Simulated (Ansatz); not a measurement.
Ansatz (a program for electronic structure) input (BHLYP/def2-TZVPD):

Ansatz 0.2 input:
```yaml
crystal:
  periodic: [false, false, false]
  atoms:
    - {symbol: B, position_ang: [0.00005098, 0.01358406, 0.82045483]}
    - {symbol: B, position_ang: [-0.00005098, -0.01358406, -0.82045483]}
    - {symbol: H, position_ang: [1.01557123, 0.03272412, 1.49609666]}
    - {symbol: H, position_ang: [-1.01538528, 0.01682331, 1.49648612]}
    - {symbol: H, position_ang: [1.01538528, -0.01682331, -1.49648612]}
    - {symbol: H, position_ang: [-1.01557123, -0.03272412, -1.49609666]}
basis:
  gaussian:
    orbitals: def2-TZVPD
hamiltonian:
  xc: {name: BHLYP}
total_charge: -1
magnetization: {spin_polarized: true, initial_magnetization: 1}
output: {forces: true}
```

End of the output:

```
integrals: 0.02 GiB planned
618 factors; their error is unknown
mean field: 0.33 GiB planned
mean field evaluation 1: about -1415.7394 eV, gradient 8.6e0 eV
mean field evaluation 2: about -1416.1849 eV, gradient 4.2e0 eV
mean field evaluation 4: about -1416.3167 eV, gradient 1.0e-1 eV
mean field evaluation 8: about -1416.3160 eV, gradient 1.6e-2 eV
mean field evaluation 16: about -1416.3160 eV, gradient 7.9e-6 eV
mean field -1416.31599399 eV, -52.0486527658 hartree, gradient 7.9e-6 eV, S^2 0.752497; 0 other end points of the search recorded, 0 dependent functions left out
the calculation of the forces begins
reference -1416.31616693 eV, -52.0486591212 hartree; 8, 7 occupied and 102, 103 virtual orbitals, 618 factors
Total energy: -1416.31616693 eV, -52.0486591212 hartree
Atom 0 at     0.000051     0.013584     0.820455 Å, force    -0.000000    -0.000028    -0.001665 eV/Å
Atom 1 at    -0.000051    -0.013584    -0.820455 Å, force     0.000000     0.000028     0.001665 eV/Å
Atom 2 at     1.015571     0.032724     1.496097 Å, force    -0.108387    -0.002103    -0.075755 eV/Å
Atom 3 at    -1.015385     0.016823     1.496486 Å, force     0.108377    -0.000406    -0.075796 eV/Å
Atom 4 at     1.015385    -0.016823    -1.496486 Å, force    -0.108377     0.000406     0.075796 eV/Å
Atom 5 at    -1.015571    -0.032724    -1.496097 Å, force     0.108387     0.002103     0.075755 eV/Å
Dipole moment:    -0.000000    -0.000000    -0.000000 e Å
```

It need not be the lowest isomer of its formula.
